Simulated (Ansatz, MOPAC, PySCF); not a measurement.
Breaking a bond: OH (cation, charge +1), triplet.

- UKS-B3LYP/3-21G = unrestricted B3LYP/3-21G (PySCF 2.14.0)
- PM6, unrestricted, heats of formation (MOPAC)
- FCI = full CI/cc-pVDZ, frozen core in Ansatz (a program for electronic structure)

Energies relative to the lowest point of each curve near equilibrium, in eV:

```csv
R / Å,UKS-B3LYP/3-21G,PM6
0.79,2.261,0.960
0.83,1.503,0.681
0.96,0.253,0.120
1.09,0.000,0.001
1.15,0.047,0.070
1.37,0.590,0.744
1.54,1.132,1.438
1.72,1.658,2.101
1.88,2.042,2.564
2.07,2.395,2.957
2.51,2.895,3.385
4.13,3.137,3.504
```

Estimate the FCI values at these points.

0.79: 1.963; 0.83: 1.238; 0.96: 0.125; 1.09: 0.040; 1.15: 0.166; 1.37: 0.950; 1.54: 1.620; 1.72: 2.259; 1.88: 2.747; 2.07: 3.234; 2.51: 4.031; 4.13: 4.721 (eV).

The unrestricted determinant behind UKS-B3LYP/3-21G is spin-contaminated at 1.72 to 4.13 Å (<S²> up to 2.5, against 2.00 for a pure triplet).
